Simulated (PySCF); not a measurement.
## Radial density of Tb⁴⁹⁺ (terbium, charge +49)

BHandHLYP, [Ne] 3s2 3p4, high-spin 3P determinant. Calculation: PySCF 2.14, in an uncontracted even-tempered set (18 s from 10 bohr⁻², ratio 2.5; 12 p from 14 bohr⁻², ratio 2.5; 4 d from 58 bohr⁻², ratio 2.7; 4 f from 87 bohr⁻², ratio 2.7); scalar relativity by spin-free X2C-1e.

| r (bohr) | 4πr²ρ (e/bohr) | 4πr²(ρα − ρβ) |
| --- | --- | --- |
| 0.0181 | 84.42 | 1.0708 |
| 0.0304 | 74.11 | 3.0987 |
| 0.0512 | 99.23 | 4.3200 |
| 0.0861 | 83.50 | 0.3679 |
| 0.145 | 35.14 | 6.1141 |
| 0.244 | 29.95 | 9.5733 |
| 0.410 | 2.079 | 0.7035 |
| 0.690 | 0.003067 | 0.0007 |

Densities and radii are taken from the X2C orbitals without a picture-change correction, which distorts them close to the nucleus.

Spin-orbit coupling is strong in this species (close to jj coupling), so the high-spin LS determinant is a model state, not a physical level.
